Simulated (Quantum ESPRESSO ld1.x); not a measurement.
Results of a calculation; reference values are marked as such.
Valence configurations of the iron ion Fe+ (all share [Ar]). Level of theory: scalar-relativistic Kohn-Sham, PBEsol, spin-unpolarised, spherical densities, point nucleus (ld1.x of Quantum ESPRESSO 7.5). Energies are relative to 3d6 4s1; eigenvalues in eV.

valence	E (eV)	e(3d)	e(4p)	e(4s)
3d6 4s1	0.000	-15.984	-	-12.327
3d5 4s2	5.489	-21.560	-	-14.080
3d7	-2.152	-11.469	-	-
3d6 4p1	5.077	-17.391	-8.072	-
3d5 4s1 4p1	11.128	-22.938	-9.190	-14.882
3d5 4p2	16.870	-24.252	-9.818	-
3d6 4s0.5 4p0.5	2.527	-16.697	-7.693	-12.771
3d5.5 4s1 4p0.5	4.931	-19.355	-8.273	-13.627
3d5 4s1.5 4p0.5	8.296	-22.258	-8.851	-14.491
3d4 4s2 4p1	21.486	-29.386	-10.314	-16.589

NIST lists [Ar] 3d6 4s1 as the ground configuration; this level of theory puts 3d7 lower, by 2.152 eV. The energies are those of spherical spin-averaged densities, not of single terms.
